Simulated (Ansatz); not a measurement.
Isolated molecules relaxed with PBE0-D4/def2-TZVP in Ansatz; ΔE leaves out vibrations. CCSD(T)/CBS is the MP2 limit (def2-TZVPP, def2-QZVPP) plus CCSD(T) − MP2 in def2-TZVPP, frozen cores. This one scheme is used for every species. DFT in def2-TZVPP. For Ti outer-core shells are correlated without core-valence functions, which leaves a few kJ/mol of doubt a bond. Scalar relativity is left out up to krypton. One conformer a species, not always the lowest.

Reaction (silylene formation by 1,1-elimination): `C[SiH2][S][Ti]([Cl])([Cl])[Cl]` → `[SH][Ti]([Cl])([Cl])[Cl]` + `C[SiH]`

CCSD(T)/CBS gives +320.5 kJ/mol.

Question: Another level gave +336.5 kJ/mol. Which?
A. LDA (SPW92)/def2-TZVPP
B. CCSD(T)/def2-TZVPP
C. ωB97X-V/def2-TZVPP
D. r2SCANh/def2-TZVPP

Answer: A. LDA (SPW92) 336.5, ωB97X-V 322.9, CCSD(T)/def2-TZVPP 310.9, r2SCANh 329.3 kJ/mol.

Largest T1 diagnostic among the species: 0.026, so the coupled-cluster value is less sure than usual.

At CCSD(T), def2-SVP lies −14.2 kJ/mol from the extrapolated value and def2-TZVPP −9.6 kJ/mol. From PBE to PBE0 (25 % exact exchange), in def2-TZVPP and without D4, ΔE moves by +12.8 kJ/mol. In def2-TZVPP, CCSD(T) changes the Hartree–Fock value by +24.8 kJ/mol (the triples alone add +8.6 kJ/mol) and MP2 by +53.5 kJ/mol.
